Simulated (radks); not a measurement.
I41+, configuration [Ne] 3s2. Method: scalar-relativistic Kohn-Sham, LB94 model potential, spin-polarised, spherical densities, finite nucleus; Fermi nuclear charge, rms radius 4.75 fm; computed with a radial shooting solver on a logarithmic mesh with Libxc functionals.

Radial electron density D(r) = 4 pi r^2 rho(r):

r (bohr),D(r) (e/bohr)
0.003129,12.85
0.003883,17.67
0.004858,24.07
0.006029,31.65
0.007483,40.39
0.009287,49.69
0.01153,58.46
0.01431,65.15
0.01775,68.21
0.02221,66.64
0.02757,61.53
0.03421,56.19
0.04246,55.22
0.0527,61.43
0.06541,72.18
0.08118,78.77
0.1016,71.67
0.126,51.33
0.1564,28.93
0.1942,15.89
0.241,11.92
0.2991,9.116
0.3712,4.639
0.4643,1.234
0.5763,0.1661
0.7153,0.009475
0.8877,0.0001903

D(r) has 2 maxima, at r = 0.0185, 0.0825 bohr, and minima at 0.0395 bohr, inside which lie 2.07 electrons.
